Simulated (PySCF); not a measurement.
PySCF input file for 2H-1,3-oxazine (C4H5NO), SMILES C1=COCN=C1, PBE/pcSseg-1. Geometry: B3LYP-D3(BJ)/def2-SVP. The geometry has at least one imaginary mode, so it is a saddle point at that level. Other conformers were not sampled.

```python
import numpy as np
from pyscf import gto, scf, dft
from pyscf.prop.nmr import rks as nmr

mol = gto.M(
    atom='''
    C    -0.14605800   -1.41471621    0.00000000
    C     1.07406010   -0.83525717    0.00000000
    O     1.26838882    0.48371418   -0.00000000
    C     0.09561686    1.36710501   -0.00000000
    N    -1.19850199    0.76138005   -0.00000000
    C    -1.29287258   -0.51482643    0.00000000
    H    -0.26103249   -2.49735240    0.00000000
    H     2.01773902   -1.38999116    0.00000000
    H     0.20306064    2.01012145   -0.89200502
    H     0.20306064    2.01012145    0.89200503
    H    -2.30490282   -0.94610436    0.00000000
    ''',
    basis='pcSseg-1',
    charge=0,
    spin=0,
    max_memory=1600,
    verbose=3,
)
mf = dft.RKS(mol, xc='pbe')
mf.grids.level = 3
mf.conv_tol = 1e-10
mf.max_cycle = 100
mf.kernel()
n = nmr.NMR(mf)
n.verbose = 2
n.max_cycle_cphf = 60
sigma = n.kernel()
print('atom   isotropic/ppm   span/ppm')
for i, s in enumerate(sigma):
    w = np.linalg.eigvalsh((s + s.T) / 2)
    print(f'{mol.atom_symbol(i):2s}{i + 1:3d} {w.mean():14.3f} {w[2] - w[0]:11.3f}')
```

Output:

```
converged SCF energy = -284.994697301502
atom   isotropic/ppm   span/ppm
C   1         83.545     176.206
C   2         21.461     181.722
O   3        194.023     282.844
C   4         88.826      50.888
N   5        -50.683     547.358
C   6         25.462     210.002
H   7         27.050       2.824
H   8         24.872       3.534
H   9         24.709       6.300
H  10         24.709       6.300
H  11         24.173       2.140
```

Self-consistency was reached.
